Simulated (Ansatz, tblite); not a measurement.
Forces on GeCl2(NHtBu)2 (C8H20Cl2GeN2) at its PBE-D4/def2-SVP geometry. Charge 0, multiplicity 1.

The xTB rows come from tblite.

GFN1-xTB (tblite), largest force 0.75 eV/Å:

```xyz
33
positions Å, forces eV/Å
Ge   -0.128    0.570   -0.434    0.396    0.452   -0.445
Cl    1.820    0.778   -1.440   -0.393   -0.081    0.130
Cl   -1.351    2.160   -1.322    0.187   -0.299    0.231
N     0.023    0.724    1.389   -0.215    0.316    0.478
C     0.957    1.626    2.117   -0.232   -0.165   -0.198
C     1.024    3.034    1.490    0.027    0.286   -0.152
C     0.425    1.725    3.557   -0.171    0.092    0.367
C     2.356    0.981    2.132    0.263   -0.088    0.025
H    -0.931    0.830    1.759    0.676    0.070   -0.152
H     1.675    3.706    2.087   -0.363   -0.423   -0.253
H     1.441    2.990    0.463   -0.218   -0.036    0.559
H     0.014    3.488    1.430    0.508   -0.285    0.087
H    -0.577    2.206    3.579    0.564   -0.305   -0.082
H     1.105    2.336    4.184   -0.296   -0.317   -0.341
H     0.341    0.718    4.014    0.047    0.529   -0.301
H     2.753    0.865    1.105   -0.255    0.088    0.548
H     2.310   -0.023    2.601   -0.021    0.538   -0.239
H     3.068    1.608    2.706   -0.413   -0.323   -0.285
N    -0.944   -1.039   -0.668   -0.113   -0.522    0.127
C    -1.067   -1.824   -1.916    0.175    0.212    0.214
C     0.202   -2.671   -2.142    0.279   -0.285    0.044
C    -2.293   -2.743   -1.752   -0.247   -0.301    0.097
C    -1.283   -0.881   -3.108   -0.007    0.075   -0.327
H    -0.711   -1.636    0.135   -0.128    0.214   -0.679
H     0.118   -3.290   -3.059   -0.020    0.391    0.458
H     1.093   -2.018   -2.240   -0.504   -0.319    0.031
H     0.373   -3.359   -1.287   -0.139    0.420   -0.424
H    -2.168   -3.415   -0.877   -0.001    0.419   -0.449
H    -2.436   -3.379   -2.648    0.098    0.386    0.425
H    -3.209   -2.140   -1.593    0.501   -0.261   -0.097
H    -0.398   -0.231   -3.275   -0.437   -0.371    0.155
H    -2.164   -0.229   -2.951    0.413   -0.387   -0.029
H    -1.441   -1.471   -4.032    0.039    0.279    0.476
```

GFN2-xTB (tblite), largest force 0.71 eV/Å:

```
Ge 0.259 0.413 -0.445
Cl -0.371 -0.071 0.157
Cl 0.211 -0.360 0.199
N -0.091 0.397 0.278
C -0.184 -0.087 -0.008
C 0.063 0.326 -0.121
C -0.147 0.109 0.455
C 0.306 -0.159 -0.027
H 0.579 -0.002 -0.100
H -0.413 -0.467 -0.301
H -0.250 -0.055 0.602
H 0.561 -0.308 0.068
H 0.630 -0.312 -0.048
H -0.369 -0.375 -0.394
H 0.056 0.616 -0.317
H -0.307 0.090 0.608
H -0.009 0.628 -0.286
H -0.499 -0.369 -0.335
N 0.113 -0.326 -0.024
C 0.089 0.029 0.159
C 0.285 -0.296 -0.034
C -0.329 -0.323 0.088
C -0.033 0.154 -0.328
H -0.192 0.176 -0.567
H -0.002 0.440 0.544
H -0.548 -0.341 0.048
H -0.138 0.439 -0.486
H -0.040 0.442 -0.523
H 0.114 0.450 0.519
H 0.577 -0.336 -0.111
H -0.479 -0.402 0.191
H 0.504 -0.431 -0.015
H 0.056 0.312 0.552
```

PBE-D4/def2-SVP (Ansatz), largest force 0.03 eV/Å:

```
Ge -0.002 0.002 -0.010
Cl -0.013 0.000 -0.002
Cl 0.014 -0.012 0.001
N -0.004 -0.005 0.011
C 0.024 0.013 0.000
C -0.006 -0.011 0.006
C -0.011 -0.005 0.002
C -0.016 -0.002 0.002
H 0.005 0.008 -0.001
H -0.007 -0.006 -0.002
H -0.006 0.001 0.007
H 0.016 -0.006 0.001
H 0.023 -0.010 0.000
H -0.006 -0.005 -0.004
H 0.001 0.019 -0.007
H -0.007 0.001 0.010
H 0.001 0.020 -0.008
H -0.008 -0.008 -0.004
N -0.002 0.002 -0.004
C -0.003 -0.009 -0.010
C 0.004 0.005 0.006
C 0.005 0.005 0.006
C 0.002 0.007 0.005
H 0.000 0.002 0.003
H -0.001 0.001 -0.001
H -0.004 -0.003 0.000
H -0.001 0.004 -0.004
H -0.001 0.002 -0.004
H 0.001 -0.001 -0.001
H 0.003 -0.004 0.000
H -0.006 -0.004 0.001
H 0.005 -0.004 0.000
H 0.000 0.001 0.001
```
